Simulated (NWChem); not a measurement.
Program: NWChem. System: H5OSi2, charge 0, spin multiplicity 2, at a geometry optimised with UPBE0/def2-SVP. The structure started from a generated list of species. Its SCF solution wasn't tested for a lower state. Level: G0W0@UPBE/def2-SVPD, RI basis def2-svpd-rifit.

Input file:

```
start mol
memory heap 200 mb stack 700 mb global 1700 mb
geometry units angstroms nocenter noautoz noautosym
  Si     1.485391    -0.450732     0.552221
  O      0.117876    -0.075999    -0.307644
  Si    -1.463901     0.420901    -0.339452
  H      2.269849    -1.466260    -0.219794
  H      2.313440     0.782931     0.763979
  H     -1.528835     1.905759    -0.479964
  H     -2.141327    -0.215862    -1.503942
  H     -2.156995     0.019056     0.922104
end
basis spherical
  * library def2-svpd
end
basis "ri basis" bse spherical
  * library def2-svpd-rifit
end
dft
  xc xpbe96 cpbe96
  odft
  mult 2
  iterations 100
  direct
  tolerances tight
end
task dft energy
gw
  states alpha occ 4 vir 2
  states beta occ 4 vir 2
end
task dft gw
```

Part of the output:

```
             Northwest Computational Chemistry Package (NWChem) 7.3.0
             --------------------------------------------------------

                                NWChem Input Module
                                -------------------

 Scaling coordinates for geometry "geometry" by  1.889725989
 (inverse scale =  0.529177249)

                             Geometry "geometry" -> ""
                             -------------------------

 Output coordinates in angstroms (scale by  1.889725989 to convert to a.u.)

  No.       Tag          Charge          X              Y              Z
 ---- ---------------- ---------- -------------- -------------- --------------
    1 Si                  14.0000     1.48539100    -0.45073200     0.55222100
    2 O                    8.0000     0.11787600    -0.07599900    -0.30764400
    3 Si                  14.0000    -1.46390100     0.42090100    -0.33945200
    4 H                    1.0000     2.26984900    -1.46626000    -0.21979400
    5 H                    1.0000     2.31344000     0.78293100     0.76397900
    6 H                    1.0000    -1.52883500     1.90575900    -0.47996400
    7 H                    1.0000    -2.14132700    -0.21586200    -1.50394200
    8 H                    1.0000    -2.15699500     0.01905600     0.92210400

 Effective nuclear repulsion energy (a.u.)     147.6971260283

            Nuclear Dipole moment (a.u.)
            ----------------------------
        X                 Y               Z
 ---------------- ---------------- ----------------
    -0.0000000000    -0.0000037795    -0.0000056692


 Summary of "ao basis" -> "" (spherical)
 ------------------------------------------------------------------------------
       Tag                 Description            Shells   Functions and Types
 ---------------- ------------------------------  ------  ---------------------
 *                         def2-svpd                  on all atoms

 new library libraries.bse/

 Summary of "ri basis" -> "" (spherical)
 ------------------------------------------------------------------------------
[...]
     2   2 0 0    -25.497497   -165.683194   -156.505890    296.691587
     2   1 1 0     -0.259188     40.741073     37.850430    -78.850690
     2   1 0 1      0.278774    -40.228165    -35.857730     76.364669
     2   0 2 0    -26.416679    -36.064789    -32.534804     42.182915
     2   0 1 1      0.018960     10.237783      7.457689    -17.676512
     2   0 0 2    -26.748468    -35.662254    -28.989756     37.903542

 Task  times  cpu:       13.1s     wall:       13.1s

                                NWChem Input Module
                                -------------------

                                 NWChem GW Module
                                 ----------------

                             ***********************
                             ***        GW       ***
                             ***********************

 Summary of "ri basis" -> "ri basis" (spherical)
 ------------------------------------------------------------------------------
       Tag                 Description            Shells   Functions and Types
 ---------------- ------------------------------  ------  ---------------------
 Si                     def2-svpd-rifit             24       78   9s6p6d3f
 O                      def2-svpd-rifit             20       64   7s6p5d2f
 H                      def2-svpd-rifit              9       23   4s3p2d

                 Memory Information
                 ------------------
          Available GA per process is          1699.8 MBs
          Available stack per process is        700.0 MBs
          Available heap per process is           0.0 MBs

          Peak memory in Initialization
              Peak GA per process is                 13.7 MBs
              Peak stack per process is               0.1 MBs
              Peak heap per process is               13.9 MBs
              Memory not in MA per process            0.0 MBs

          Peak memory in AFF Calculation
              Peak GA per process is                127.1 MBs
              Peak stack per process is             105.0 MBs
              Peak heap per process is                0.0 MBs
              Memory not in MA per process          105.0 MBs

          Computing 2-center integrals
          Computing Inverse Cholesky factor
          Computing 3-center integrals
          Computing V_xc ...

          Computing Sigma_x
          Computing RPA polarizability
          Solving quasiparticle equations

                  Alpha Orbitals
          State     Energy (eV)     Error (eV)
          -----------------------------------
@GW        18        -11.812           0.004
@GW        19        -11.043           0.002
@GW        20        -10.402           0.003
@GW        21         -7.499           0.002
@GW        22          1.497           0.002
@GW        23          2.001           0.004

                   Beta Orbitals
          State     Energy (eV)     Error (eV)
          -----------------------------------
@GW        17        -12.479           0.002
@GW        18        -11.660           0.002
@GW        19        -10.849           0.002
@GW        20        -10.277           0.002
@GW        21         -0.514           0.002
@GW        22          1.669           0.002

   Applying  -2.5906 eV scissor-shift to rest of particle states

   Applying   2.7068 eV scissor-shift to rest of hole states

   Applying  -2.9726 eV scissor-shift to rest of particle states

   Applying   2.6852 eV scissor-shift to rest of hole states

     GW Timing Statistics
   ------------------------
   Init.   :          0.0s
     ERIs  :          0.6s
     Distr.:          0.0s
     Vxc   :          0.8s
   Sigma_x :          0.0s
   RPA     :          8.0s
   Wmn     :          0.1s
   Sigma_c :          0.1s
   GW total:          9.6s

 Task  times  cpu:        9.6s     wall:        9.6s

 Total times  cpu:       22.7s     wall:       22.7s
```
